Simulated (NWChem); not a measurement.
Species: SiSH cation, singlet; SMILES [SH+]=[Si]

```xyz
3

Si    -0.0350    -1.0961     0.0000
S      0.1069     0.9644     0.0000
H     -1.2593     1.0423     0.0000
```
Atoms are numbered in this order, from 1.

Program: NWChem. Pople sets run with spherical d functions. Low-valent species are run as closed-shell singlets; no triplet was tried in these runs. Geometry: optimised at PBE0/def2-SVP. B3LYP is NWChem's, with the RPA form of VWN correlation. GIAO values for the isolated, static molecule; σ is the absolute isotropic shielding, δ = σ(reference) − σ with the isolated reference molecule computed at the same levels (1H: tetramethylsilane, 29Si: tetramethylsilane).

For level B3LYP/6-311G**:

- δ Si1 (ppm): 589.4
- σ S2 (ppm): 43.6

### Question
What are these values for level KT2/pcSseg-1?

### Answer
The δ Si1 (ppm) is 529.4 and the σ S2 (ppm) comes out as 106.7.
